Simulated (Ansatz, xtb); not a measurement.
# B2ClGaH4Si: where a starting geometry ends

The starting geometry of this gas-phase singlet was built from a drawn formula by distance geometry; its bonds are those of `Cl[Si]1([GaH2])BB1`.

```xyz
9

B     0.4218    1.5213   -1.7526
B     0.8463    1.4231   -0.1608
Cl   -2.1667   -0.1972   -0.5755
Ga    1.2362   -2.0104   -0.4485
Si   -0.1384   -0.0952   -0.8193
H     0.1422   -2.7655    0.5568
H     2.4721   -2.0558    0.2928
H     0.2606    2.2927   -2.5998
H     1.4323    1.8493    0.7896
```

Predict what becomes of its bonds when it is optimised with r2SCAN-D4/def2-SVP.

A new bond forms, giving a structure given below by its coordinates. Contacts that close: B2–Ga4 (3.47 → 2.20 Å).

The energy falls by 2.69 eV over 20 steps:

```json
{"step": "1", "E − E(last) (eV)": "2.692"}
{"step": "3", "E − E(last) (eV)": "1.199"}
{"step": "5", "E − E(last) (eV)": "0.746"}
{"step": "7", "E − E(last) (eV)": "0.383"}
{"step": "9", "E − E(last) (eV)": "0.191"}
{"step": "12", "E − E(last) (eV)": "0.065"}
{"step": "14", "E − E(last) (eV)": "0.013"}
{"step": "16", "E − E(last) (eV)": "0.004"}
{"step": "18", "E − E(last) (eV)": "0.000"}
{"step": "20", "E − E(last) (eV)": "0.000"}
```

Final geometry (Å):

```yaml
atoms:
  - { symbol: B, position_ang: [0.5191, 1.0094, -1.6490] }
  - { symbol: B, position_ang: [0.8513, 0.9847, 0.0093] }
  - { symbol: Cl, position_ang: [-2.7459, -0.3657, -0.1072] }
  - { symbol: Ga, position_ang: [1.1753, -1.1813, -0.2399] }
  - { symbol: Si, position_ang: [-0.8305, 0.2381, -0.5947] }
  - { symbol: H, position_ang: [0.5043, -2.4795, -0.7952] }
  - { symbol: H, position_ang: [2.5543, -1.2451, 0.4739] }
  - { symbol: H, position_ang: [0.8868, 1.5568, -2.6523] }
  - { symbol: H, position_ang: [1.5916, 1.4451, 0.8378] }
```

From the same start GFN2-xTB ends elsewhere, differing in B1–Si5 (2.69 against 1.88 Å here), B2–Ga4 (4.31 against 2.20 Å here), Cl3–Ga4 (2.11 against 4.01 Å here), Cl3–Si5 (3.33 against 2.07 Å here).

No frequencies were run, so the end isn't proven a minimum. Run with Ansatz 0.2.0, 74 s on 2 threads of Intel(R) Xeon(R) Platinum 8259CL CPU @ 2.50GHz (Skylake/Cascade Lake) (shared host).
